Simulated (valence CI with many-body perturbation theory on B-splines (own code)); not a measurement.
Ba50+: magnetic and hyperfine properties of the levels

Computed by configuration interaction combined with many-body perturbation theory (CI+MBPT): four valence electrons over a frozen Dirac-Fock core [He], a basis of 11 s, 11 p, 10 d, 8 f, 5 g, 2 h functions for each j, with the one-electron correlation potential Σ1, the two-electron term Σ2, the three-electron term Σ3, Breit, model QED; selected CI, second order for the rest, scaled by the run's own slope (own B-spline code, finite nucleus).

The last digits are not significant, and no measured levels were compared; by estimate large intervals hold to a few tenths of a per cent, small ones and those within an open d or f shell to about a per cent. Among the levels kept, up to 910 cm⁻¹ of a level comes from second order outside the variational space, and about a tenth of that is noise between levels of different J, which matters for small intervals.

A/g_I is the dipole constant over the nuclear g factor μ/I (μ in nuclear magnetons, uniformly magnetised nucleus), B/Q the quadrupole constant per barn. Both hold the static response of the core; the bare values leave it out. Large factors of s and p1/2 electrons are usually good to 5 to 10 %; those of open d and f shells near neutrality can be off by tens of per cent, and small factors of p3/2, d and f electrons come from cancelling terms and can be off by a factor of two or in sign, in half-filled shells by more. B is blank for J = 1/2, where it vanishes, and for nearly pure S terms. Energies count from the lowest level. Levels with J = 0 are left out.

Levels are named by their leading jj configuration (3d3/2^4 stands for four electrons in 3d with j = 3/2), which in mixed levels can hold well under half, so a name can repeat and another be missing. Letters in brackets count levels of one name in rising energy.

```tsv
Level	E (eV)	g	A/g_I (MHz)	A/g_I bare	B/Q (MHz/b)	B/Q bare
(2s^2 2p1/2 2p3/2) J=1	392.8	1.483	-154000	-139000	328000	328000
(2s^2 2p1/2 2p3/2) J=2	408.9	1.162	832000	835000	577000	578000
(2s 2p1/2^2 2p3/2) J=2	588.9	1.559	2010000	2000000	584000	586000
(2s 2p1/2^2 2p3/2) J=1	652.2	1.088	-1340000	-1300000	416000	417000
(2s^2 2p3/2^2) J=2	815.0	1.297	349000	357000	75800	75900
(2s 2p1/2 2p3/2^2) J=2 [a]	964.1	1.546	1490000	1480000	215000	215000
(2s 2p1/2 2p3/2^2) J=3	1000.3	1.312	1810000	1800000	-1320	-1350
(2s 2p1/2 2p3/2^2) J=1 [a]	1055.3	1.296	-1070000	-1040000	-341000	-341000
(2s 2p1/2 2p3/2^2) J=2 [b]	1065.5	1.069	-55800	-36800	-147000	-147000
(2s 2p1/2 2p3/2^2) J=1 [b]	1068.9	1.343	3900000	3860000	167000	168000
(2p1/2^2 2p3/2^2) J=2	1275.8	1.330	317000	335000	69200	69300
(2s 2p3/2^3) J=2	1432.2	1.412	2070000	2050000	-659000	-661000
(2s 2p3/2^3) J=1	1492.1	1.194	-1380000	-1340000	-240000	-241000
(2p1/2 2p3/2^3) J=1	1678.5	1.483	-179000	-153000	-324000	-325000
(2p1/2 2p3/2^3) J=2	1695.2	1.129	831000	837000	-720000	-721000
(2s^2 2p1/2 3s) J=1	5475.2	1.320	2210000	2190000	-12000	-12000
(2s^2 2p1/2 3p1/2) J=1	5531.7	0.651	1520000	1510000	-2880	-2890
(2s 2p1/2^2 3s) J=1	5640.4	1.883	3120000	3080000	40600	40700
(2s^2 2p1/2 3p3/2) J=2	5664.6	1.157	660000	659000	179000	179000
(2s^2 2p1/2 3p3/2) J=1	5673.1	1.686	994000	984000	52900	53000
(2s 2p1/2^2 3p1/2) J=1	5710.5	1.329	3320000	3280000	109	131
(2s^2 2p1/2 3d3/2) J=2	5712.6	0.752	632000	629000	42000	42300
(2s^2 2p1/2 3d3/2) J=1	5736.1	0.910	38200	35700	7580	7730
(2s^2 2p1/2 3d5/2) J=2	5756.2	1.282	-340000	-338000	33400	33800
(2s^2 2p1/2 3d5/2) J=3	5759.3	1.103	409000	407000	26200	26700
(2s 2p1/2^2 3p3/2) J=2	5842.0	1.533	1810000	1800000	177000	177000
(2s 2p1/2^2 3p3/2) J=1	5846.5	1.109	-1630000	-1610000	93900	94100
(2s 2p1/2^2 3d3/2) J=1	5889.3	0.441	-1700000	-1680000	14100	14300
(2s^2 2p3/2 3s) J=2	5891.5	1.483	783000	784000	662000	663000
(2s 2p1/2^2 3d3/2) J=2	5894.0	1.156	1690000	1670000	30400	30700
(2s^2 2p3/2 3s) J=1	5897.7	1.139	-82200	-65800	343000	344000
```

Question: Take the isotope of mass number 137, with I = 3/2, μ = 0.9375 μN, leaving out the quadrupole term. What is the hyperfine structure of (2s 2p1/2 2p3/2^2) J=2 [a]?

Answer: From the table A = 928000 MHz. Shifts from the centre of gravity in MHz: F = 1/2: -4180000, F = 3/2: -2780000, F = 5/2: -464000, F = 7/2: 2780000.
